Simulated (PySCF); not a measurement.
# What a mistake does to a calculation on AlBClH2O

All numbers below are calculated, not measured. They come from PySCF 2.14.0, an open-source quantum chemistry program, on an isolated molecule that a program drew, which may never have been made. The molecule is AlBClH2O (charge 0, doublet), drawn as the SMILES string `O[B]([AlH])Cl`.

Each row is a Hartree-Fock (HF) and frozen-core CCSD(T) single point in the cc-pV(D+d)Z basis, meant for a local HF minimum. Run 1 is clean. Each other run has one planted mistake out of seven kinds, and not every kind appears here: one electron removed, one electron added, multiplicity raised by two, geometry at a saddle point, minimal basis STO-3G, one bond length entered in bohr, all coordinates scaled. The reference is restricted for singlets and unrestricted otherwise, and also for a bond in bohr. Adding or removing an electron swaps singlet and doublet. Electrons count all cores. HOMO and LUMO are orbital energies over both spins, the gradient is its largest component, and the lowest frequency (negative if imaginary) is given only where the gradient is small. Bond lengths are over the 5 bonds as drawn. T1 is the CCSD diagnostic: over 0.02 (restricted) or 0.045 (unrestricted) a single reference is doubtful.

Geometry of the clean run:
```xyz
6
AlBClH2O, angstrom
O    -0.5519    1.3569    1.4000
B    -1.3082    2.4100    1.7458
Al   -3.0525    3.0648    0.6557
Cl   -0.8606    3.2852    3.2726
H     0.1641    1.1706    1.9948
H    -2.9328    4.2361   -0.4159
```

| run | electrons | basis functions | <S^2> | HOMO (eV) | LUMO (eV) | gradient (hartree/bohr) | lowest frequency (cm^-1) | mean bond (Å) | longest bond (Å) | T1 | HF (hartree) | CCSD(T) (hartree) | mistake |
|---|---|---|---|---|---|---|---|---|---|---|---|---|---|
| 1 | 45 | 84 | 0.763 | -7.92 | 0.67 | 8.7e-06 | 120 | 1.5715 | 2.159 | 0.0166 | -802.19368 | -802.69114 | no fault |
| 2 | 46 | 84 | 0.000 | -0.32 | 6.25 | 3.4e-02 | - | 1.5715 | 2.159 | 0.0168 | -802.17859 | -802.70724 | one electron added |
| 3 | 44 | 84 | 0.000 | -16.13 | -6.60 | 4.2e-02 | - | 1.5715 | 2.159 | 0.0184 | -801.92659 | -802.42404 | one electron removed |
| 4 | 45 | 84 | 3.759 | -6.13 | -1.84 | 8.1e-02 | - | 1.5715 | 2.159 | 0.0316 | -802.05923 | -802.55119 | ? |
| 5 | 45 | 30 | 0.762 | -4.55 | 7.08 | 3.9e-02 | - | 1.5715 | 2.159 | 0.0177 | -792.99270 | -793.12784 | ? |

**Which mistake was planted in run 4, and what did it cost?**

Electrons, basis and geometry are unchanged, and <S^2> is 3.759, beside S(S+1) = 3.75 for a multiplicity of 4. So the mistake is: multiplicity raised by two. Subtracting run 1 and multiplying by 627.51 kcal/mol a hartree, the energy moved by 84.4 kcal/mol in HF and 87.8 kcal/mol in CCSD(T).

**Which mistake was planted in run 5, and what did it cost?**

It has 30 basis functions where the clean run has 84, with the same electrons and geometry. So the mistake is: minimal basis STO-3G. Subtracting run 1 and multiplying by 627.51 kcal/mol a hartree, the energy moved by 5773.7 kcal/mol in HF and 6001.1 kcal/mol in CCSD(T).

